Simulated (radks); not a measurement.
The numbers below are computed, except where a source is named.
Ti+, configuration [Ar] 3d2 4s1. Code: a radial shooting solver on a logarithmic mesh with Libxc functionals. Model: scalar-relativistic Kohn-Sham, PBEsol, spin-unpolarised, spherical densities, finite nucleus; Fermi nuclear charge, rms radius 3.5921 fm. Some entries of the table are withheld. Estimate them.

| orbital | occ. | eigenvalue (eV) | <r> (bohr) | r(max) (bohr) |
|---|---|---|---|---|
| 1s | 2 | -4870.276 | 0.06965 | 0.04559 |
| 2s | 2 | -543.4738 | 0.3253 | 0.2691 |
| 2p | 6 | -451.1796 | (1) | 0.2196 |
| 3s | 2 | -69.7450 | 1.008 | (2) |
| 3p | 6 | -46.0747 | 1.086 | 0.9022 |
| 3d | 2 | -11.3858 | 1.518 | 0.9787 |
| 4s | 1 | -10.3509 | 3.180 | 2.751 |

Answer. 
(1) 2p <r> (bohr): 0.2901
(2) 3s r(max) (bohr): 0.8698
